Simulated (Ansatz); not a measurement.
BClGaHS. The species carries charge 0 and has multiplicity 1. The bonds changed during the relaxation, so this is another structure than the one it started from. The geometry is a stationary point of PBE0-D4/def2-TZVP.

```xyz
5

Cl   -0.973   -0.114   -2.008
B    -0.204   -0.024   -0.439
S    -1.029   -0.144    1.108
Ga    1.203    0.146    1.829
H     1.003    0.136   -0.490
```

**Question.** What is the dipole moment at B3LYP/def2-TZVPP? (An estimate is asked.)

**Answer.** Computed: 2.69 D, with components (2.00, 0.25, 1.79) D in this frame, pointing from negative to positive charge.

**Question.** And with PBE, r2SCAN, ωB97M-V? (Estimate.)

**Answer.** The calculation gave: PBE 2.46 D, r2SCAN 2.45 D, ωB97M-V 2.74 D.

**Question.** Give the Mulliken charges with B3LYP, ωB97M-V, PBE in def2-TZVPP. (An estimate is asked.)

**Answer.** The calculation gave: 
```csv
atom,B3LYP,ωB97M-V,PBE
Cl1,-0.13,-0.11,-0.11
B2,0.08,-0.01,0.06
S3,-0.25,-0.23,-0.22
Ga4,0.30,0.29,0.27
H5,0.00,0.04,0.00
```

B3LYP here is the variant with VWN-RPA as its local correlation; programs differ in this.
